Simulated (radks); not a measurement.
Values are calculated unless marked as measured or tabulated.
Numerical settings for the niobium ion Nb2+, [Kr] 4d3. Level of theory: Dirac Kohn-Sham, PBE, spin-unpolarised, spherical densities, finite nucleus; open shells are shared between the two j in proportion to 2j + 1; Fermi nuclear charge, rms radius 4.324 fm (a radial shooting solver on a logarithmic mesh with Libxc functionals). The defaults (mesh step 0.008 in ln r, mesh end at 40 bohr or more with all orbitals vanishing there, Anderson mixing 0.5 over 9 steps, residual threshold near 1e-9 with the energy settled to 1e-9 hartree or 1e-11 of itself, here a cap of 89 iterations) give E = -3819.3022 hartree and 4d5/2 at -19.018 eV in 14 iterations. Times are rough (one thread of a shared host). One setting is changed at a time: mesh step in ln r 0.003; mesh step in ln r 0.02; mesh step in ln r 0.2; mesh end (bohr) 12; mesh end (bohr) 400; residual threshold 0.1; residual threshold 0.001; mixing 0.01; linear mixing, mixing 1; linear mixing, mixing 0.5; mixing history 2; iteration cap 3. Which runs fail to converge, and which converge to a wrong energy?

Answer. Not converged within the cap: mesh step in ln r 0.2; linear mixing, mixing 1; iteration cap 3. No run marked as converged misses the energy by more than 1 mhartree.
